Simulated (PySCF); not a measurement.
# Worked example: dipole moment from atomic charges

1,3-dibromopropa-1,2-diene (C₃H₂Br₂), SMILES BrC=C=CBr. Atoms are numbered in the order given.

```xyz
7

Br    -2.5934    -0.0650     0.2679
C     -1.1878     0.5408    -0.8721
C      0.0000     0.0000    -0.8780
C      1.1878    -0.5408    -0.8721
Br     2.5934     0.0650     0.2679
H     -1.4824     1.3773    -1.5110
H      1.4824    -1.3773    -1.5110
```

Geometry optimised at B3LYP-D3(BJ)/def2-SVP.

Charges (e) from PySCF with CAM-B3LYP/def2-TZVP:

| atom | Mulliken | IAO |
|---|---|---|
| Br1 | -0.016 | 0.029 |
| C2 | -0.182 | -0.223 |
| C3 | 0.043 | 0.009 |
| C4 | -0.182 | -0.223 |
| Br5 | -0.016 | 0.029 |
| H6 | 0.176 | 0.190 |
| H7 | 0.176 | 0.190 |

The dipole moment of the full density is 1.36 D.

Task: What dipole moment does each set of point charges give, and which comes closer to that of the density?

Result: 
μ = Σ q r, and 1 e Å = 4.8032 D.
Mulliken: Σ q r = (0.000, 0.000, -0.261) e Å, |μ| = 1.25 D.
IAO: Σ q r = (0.000, 0.000, -0.178) e Å, |μ| = 0.85 D.
Mulliken comes closer in size. Point charges leave out the atoms' own dipoles (lone pairs, polarised bonds); fits to the potential absorb them, partitions of the density don't.
